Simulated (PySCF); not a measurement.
Ta²⁺: excitation energy

Ta²⁺ [Xe] 4f14 5d3 (4F) → Ta²⁺ [Xe] 4f14 5d2 6s1 (4F), as a difference of total energies. Computed with PySCF 2.14 in x2c-TZVPPall with one added diffuse shell each of s, p, d, f type (12s8p8d4f1g, 113 functions), with the spin-free X2C one-electron Hamiltonian (Gaussian nucleus). The calculations carry no spin-orbit coupling.

```json
{"method": "UHF", "excitation energy (cm⁻¹)": "6202.2"}
{"method": "BP86", "excitation energy (cm⁻¹)": "4260.4"}
{"method": "wB97X", "excitation energy (cm⁻¹)": "6860.5"}
{"method": "B97-3", "excitation energy (cm⁻¹)": "6156.8"}
```
